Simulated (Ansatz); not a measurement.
`B[Se][SiH2]Cl` + `N[SiH](F)F` → `BN[SiH](F)F` + `Cl[SiH2][SeH]`  (ligand exchange at a B–Se bond)

Computed with Ansatz on PBE0-D4/def2-TZVP structures; ΔE is electronic, products minus reactants. CBS: MP2 limit from def2 TZ/QZ plus the TZ coupled-cluster correction, frozen cores. This one scheme is used for every species. Functionals use def2-TZVPP. For Se outer-core shells are correlated without core-valence functions, which leaves a few kJ/mol of doubt a bond. Scalar relativity is left out up to krypton. One conformer a species, not always the lowest.

| level | ΔE (kcal/mol) |
| --- | --- |
| r2SCAN-D4 | -9.7 |
| HF/def2-TZVPP | -12.7 |
| CCSD(T)/def2-TZVPP | -10.1 |
| MP2/CBS(def2) | -8.6 |

Task: What does CCSD(T)/CBS give? (Estimate.)

Result: The calculation gave: -9.6 kcal/mol. The listed levels differ from it by -0.1, -3.1, -0.5, 1.0 kcal/mol.

Largest T1 diagnostic among the species: 0.012.

In def2-TZVPP, CCSD(T) changes the Hartree–Fock value by +2.6 kcal/mol (the triples alone add +0.5 kcal/mol) and MP2 by +3.5 kcal/mol.
